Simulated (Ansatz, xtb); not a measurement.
# Two isomers of C2H8OSi

Structure X: `CC[SiH2]O`, a singlet. Structure Y: `C[SiH](C)O`, a singlet. Both are isolated molecules in the gas phase, relaxed with B3LYP-D3(BJ)/def2-SVP; the shapes shown needn't be the lowest conformers.

X (Å):

```yaml
atoms:
  - { symbol: C, position_ang: [-0.7608, -0.0564, 1.8371] }
  - { symbol: C, position_ang: [-0.9120, -1.2917, 0.9389] }
  - { symbol: O, position_ang: [0.3384, -0.0632, -1.4318] }
  - { symbol: Si, position_ang: [0.3798, -1.4039, -0.4273] }
  - { symbol: H, position_ang: [-0.8286, 0.8735, 1.2478] }
  - { symbol: H, position_ang: [-1.5435, -0.0086, 2.6113] }
  - { symbol: H, position_ang: [0.2135, -0.0486, 2.3542] }
  - { symbol: H, position_ang: [-0.8526, -2.2183, 1.5391] }
  - { symbol: H, position_ang: [-1.9091, -1.3011, 0.4637] }
  - { symbol: H, position_ang: [0.1063, -2.5737, -1.3040] }
  - { symbol: H, position_ang: [1.7351, -1.5436, 0.1975] }
  - { symbol: H, position_ang: [0.7021, 0.7578, -1.0823] }
```

Y (Å):

```tsv
atom	x (Å)	y (Å)	z (Å)
C	-0.9338	0.1926	1.6875
C	-0.5449	-2.1927	-0.2419
O	0.7673	0.2762	-0.7093
Si	0.2677	-0.7087	0.5552
H	-1.8281	0.5176	1.1308
H	-0.4753	1.0854	2.1443
H	-1.2638	-0.4664	2.5083
H	1.4524	-1.1382	1.3671
H	-1.4189	-1.8820	-0.8370
H	-0.8877	-2.9099	0.5217
H	0.1554	-2.7149	-0.9128
H	1.2654	1.0671	-0.4739
```

Quicker runs give these differences E(Y) − E(X): GFN2-xTB +17.5 kJ/mol; HF/STO-3G −58.1 kJ/mol (at GFN2-xTB geometries); r2SCAN-D4/def2-SVP −60.2 kJ/mol (at GFN2-xTB geometries).

Task: Estimate which is lower in electronic energy at CCSD(T)/def2-SVP + ΔMP2/def2-TZVPP, and by roughly how much.

Result: The CCSD(T)/def2-SVP + ΔMP2/def2-TZVPP calculation puts structure Y lower, by 58.3 kJ/mol.

Level by level:

```csv
level,geometry,E(Y) − E(X) (kJ/mol),departure from the last row (kJ/mol),"job, with rough time for the two"
GFN2-xTB,GFN2-xTB,+17.5,+75.7,"optimisation, 0.15 s"
HF/STO-3G,GFN2-xTB,−58.1,+0.1,"single point, 0.24 s"
r2SCAN-D4/def2-SVP,GFN2-xTB,−60.2,−1.9,"single point, 2.1 s"
B3LYP-D3(BJ)/def2-SVP,B3LYP-D3(BJ)/def2-SVP,−51.9,+6.3,"optimisation, 28 s"
HF/def2-SVP,B3LYP-D3(BJ)/def2-SVP,−50.6,+7.7,part of the CCSD(T) run
MP2/def2-SVP,B3LYP-D3(BJ)/def2-SVP,−50.2,+8.1,part of the CCSD(T) run
CCSD(T)/def2-SVP,B3LYP-D3(BJ)/def2-SVP,−46.9,+11.3,single point
CCSD(T)/def2-SVP + ΔMP2/def2-TZVPP,B3LYP-D3(BJ)/def2-SVP,−58.3,,"single point, 17 s"
```

As drawn, Y has 1 C–Si, 1 C–H in place of 1 C–C, 1 Si–H.

GFN2-xTB puts the two in the other order. The largest departure from CCSD(T)/def2-SVP + ΔMP2/def2-TZVPP is that of GFN2-xTB, 75.7 kJ/mol. The last row adds to CCSD(T) the change of the MP2 difference between the two basis sets, here −11.3 kJ/mol.

With harmonic frequencies from B3LYP-D3(BJ)/def2-SVP (ideal gas, rigid rotor, one conformer each, 298.15 K, 1 atm): the zero-point term adds −1.0 kJ/mol; ΔH is −58.1 and ΔG −59.2 kJ/mol.

The correlated steps freeze 8 core orbitals. Codes used: Ansatz 0.2.0, xtb 6.7.1; the last row on 2 threads of Intel(R) Xeon(R) Platinum 8488C (Sapphire Rapids) on a shared host.
